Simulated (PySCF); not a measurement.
Compound: C5H7BO2.
Cartesian coordinates in Å at the PBE0-D3(BJ)/def2-SVP level; atoms count from 1:
```xyz
15
C5H7BO2 angstrom
C     -0.652    2.215    1.415
C     -0.666    1.210    0.735
C     -0.788    0.035   -0.072
C     -2.199   -0.297   -0.475
C      0.273   -0.719   -0.444
B      1.783   -0.501   -0.104
O      2.734   -1.382   -0.550
O      2.203    0.556    0.635
H     -0.603    3.101    2.020
H     -2.234   -1.208   -1.088
H     -2.643    0.534   -1.046
H     -2.832   -0.442    0.415
H      0.015   -1.591   -1.061
H      2.367   -2.104   -1.067
H      3.160    0.535    0.747
```

The closed-shell ground state was solved at several levels (PySCF, density fitting, gas phase, non-relativistic).

```
          level  basis functions  total energy (Eh)  HOMO (eV)  LUMO (eV)  gap (eV)  dipole (D)
  PBE0/pcSseg-1              171          -369.6035      -6.98      -1.30      5.68        1.43
B3LYP/def2-SVPD              222          -369.8384      -6.82      -1.57      5.25        1.37
```

Question: Estimate the row for B3LYP/pcJ-1, a basis of 286 functions; the other rows only guide the guess.

Answer: Total energy -370.1036 Eh, HOMO -6.74 eV, LUMO -1.46 eV, gap 5.28 eV, dipole 1.44 D.

Question: Over all these levels, which gives the widest orbital gap and which the narrowest?

Answer: PBE0/pcSseg-1 (global hybrid, 25 % exact exchange) has the widest, 5.68 eV, and B3LYP/def2-SVPD (global hybrid, 20 % exact exchange) the narrowest, 5.25 eV. Functional and basis both differ between the two, so the spread mixes both effects.

Question: How far do the dipole and the HOMO energy spread over the levels?

Answer: The dipole runs from 1.37 to 1.44 D (mean 1.41 D) and the HOMO from -6.98 to -6.74 eV.

One conformer stands for the species.
